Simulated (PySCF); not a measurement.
C4H6O2Si, SMILES c1([SiH3])c(cco1)O. The structure is a stationary point at r2SCAN-D4/def2-SVP. The structure was generated by enumeration, and PubChem lists no compound with its InChIKey, so it may never have been made. Other conformers were not sampled.

Task: Give the equilibrium geometry at r2SCAN-D4/def2-SVP (PySCF confirms it by a frequency run) as Cartesian coordinates in Å, and its point group. (An estimate is asked for; the answer gives what the named calculation found.)

Result: This is not unique; one that fits is point group Cs.
```xyz
13

O      2.0751    -0.5095     0.0000
C      0.7423    -0.7249     0.0000
C      0.0534    -1.9795     0.0000
C     -1.2784    -1.6586     0.0000
O     -1.4541    -0.3273     0.0000
C     -0.2103     0.2795     0.0000
Si    -0.1034     2.1335     0.0000
H      2.5286    -1.3613     0.0000
H      0.4869    -2.9792     0.0000
H     -2.1836    -2.2634     0.0000
H      1.3407     2.5000     0.0000
H     -0.7676     2.7151     1.2066
H     -0.7676     2.7151    -1.2066
```
Charge 0, spin multiplicity 1.
